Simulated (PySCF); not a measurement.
## Which enantiomer?

Computed, not measured: TDDFT CAM-B3LYP/aug-cc-pVDZ circular dichroism and optical rotation, one conformer, gas phase (PySCF 2.14.0). Geometry: GFN2-xTB.

Values for one enantiomer of C$_{4}$H$_{5}$FO$_{2}$, R in 10⁻⁴⁰ esu² cm² (velocity form):
```tsv
λ (nm)	f	R
211	0.0008	-4.9
160	0.020	+18.7
153	0.045	+23.4
152	0.002	+3.6
148	0.039	+1.7
146	0.006	-3.5
142	0.065	-29.2
141	0.009	-3.8
```

[α] at 589.3 nm: +53 deg dm⁻¹ (g/mL)⁻¹ (origin-invariant length gauge).

Problem. Which structure gives these signs?
A. C[C@@H]1C(=O)O[C@H]1F
B. C[C@H]1C(=O)O[C@@H]1F

Solution. B. Its CIP labels in SMILES order are S, R; the other enantiomer gives every sign reversed.

Geometry of C[C@H]1C(=O)O[C@@H]1F as run:
```xyz
12

C     1.435   -0.245   -0.127
C     0.053   -0.038    0.462
C    -0.623    1.302    0.192
O    -0.383    2.444    0.376
O    -1.693    0.733   -0.450
C    -1.162   -0.575   -0.313
F    -1.990   -1.370    0.404
H     2.150    0.381    0.400
H     1.450    0.028   -1.180
H     1.736   -1.285   -0.028
H     0.019   -0.319    1.517
H    -0.992   -1.059   -1.280
```
